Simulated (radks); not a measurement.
Problem. All-electron atom: F+ in 2s2 2p4 3p2 (not the ground configuration). Calculated with a radial shooting solver on a logarithmic mesh with Libxc functionals: non-relativistic Kohn-Sham, OLYP, spin-polarised, spherical densities, point nucleus; open shells are filled with parallel spins first. Some entries of the table are withheld. Estimate them.

orbital  occ.  eigenvalue (hartree)  r(max) (bohr)
2s up       1              -3.11328         0.6476
2s down     1              -2.93602         0.6547
2p up       3                   (1)         0.5152
2p down     1                   (2)         0.5312
3p up       2              -0.38262            (3)
3d up       0              -0.16944          3.122

Solution. 
(1) 2p up eigenvalue (hartree): -2.59598
(2) 2p down eigenvalue (hartree): -2.33952
(3) 3p up r(max) (bohr): 2.519
